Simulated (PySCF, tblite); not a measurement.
Isomers of C4H8OSSi. Calculated harmonic vibrations of the isolated species, GFN2-xTB (tblite), most abundant isotopes, no scaling. Against measured fundamentals such values can be off by several per cent, at times by over 20. Modes of hydrogen on silicon can be 10 to 20 % off. One conformer each.

Electronic energies: PBE0/pcSseg-1 single points on the GFN2-xTB geometries (PySCF, gas phase).

| SMILES | electronic energy, lowest = 0 (kJ/mol) |
| --- | --- |
| CC#C[Si@@H](O)SC | 99.9 |
| COCC1=C[SiH2]S1 | 244.5 |
| C=C1CCS[Si@@H]1O | 0.0 |
| C=C[Si@@H]1OCCS1 | 50.8 |

Question: How do GFN2-xTB zero-point energies change the relative energies?

Answer: 
| SMILES | ZPE (kJ/mol) | of it from modes above 1550 cm⁻¹ | electronic (kJ/mol) | with ZPE, lowest = 0 (kJ/mol) | lowest mode (cm⁻¹) | rings |
| --- | --- | --- | --- | --- | --- | --- |
| C=C1CCS[Si@@H]1O | 291.2 | 154.2 | 0.0 | 0.0 | 53 | 1 |
| C=C[Si@@H]1OCCS1 | 292.6 | 150.1 | 50.8 | 52.1 | 49 | 1 |
| CC#C[Si@@H](O)SC | 280.4 | 158.2 | 99.9 | 89.0 | 11 | 0 |
| COCC1=C[SiH2]S1 | 282.2 | 143.6 | 244.5 | 235.4 | 49 | 1 |

The zero-point energies span 12.2 kJ/mol, from `CC#C[Si@@H](O)SC` to `C=C[Si@@H]1OCCS1`. The order is unchanged.

Question: And how do the electronic energies of GFN2-xTB itself compare?

Answer: `C=C1CCS[Si@@H]1O` 0.0; `C=C[Si@@H]1OCCS1` 34.3; `CC#C[Si@@H](O)SC` 98.7; `COCC1=C[SiH2]S1` 193.0 kJ/mol, lowest = 0. Against the energies above, taken from the same isomer `C=C1CCS[Si@@H]1O`, the largest difference is 51.5 kJ/mol.

Question: What do entropy and thermal enthalpy add at 298.15 K and 1 bar (rigid rotor, harmonic oscillator, one conformer each)?

Answer: 
```
          SMILES  point group  symmetry number  S (J/(mol K))  H − H(0) (kJ/mol)  ZPE + H − H(0) − TS (kJ/mol)
C=C1CCS[Si@@H]1O           C1                1          381.1              25.32                         202.9
C=C[Si@@H]1OCCS1           C1                1          386.1              25.09                         202.5
 COCC1=C[SiH2]S1           C1                1          390.7              26.14                         191.8
```

Not tabulated: `CC#C[Si@@H](O)SC` (lowest mode only 11 cm⁻¹).
